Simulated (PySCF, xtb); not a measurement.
CrO3, SMILES [O]=[Cr](=[O])=[O], multiplicity 1.

Harmonic wavenumbers (cm⁻¹) from xtb with GFN2-xTB at its own minimum, in rising order: 319, 330, 330, 858, 957, 957.

### Question
What does PBE0-D3(BJ)/def2-SVP in PySCF 2.14.0 give at its own minimum? (The exact figures need the calculation; the answer reports its results.)

### Answer
251, 402, 402, 1081, 1146, 1146. Paired by order, the mean absolute difference is 136 cm⁻¹ and the zero-point energies are 5.4 and 6.3 kcal/mol.
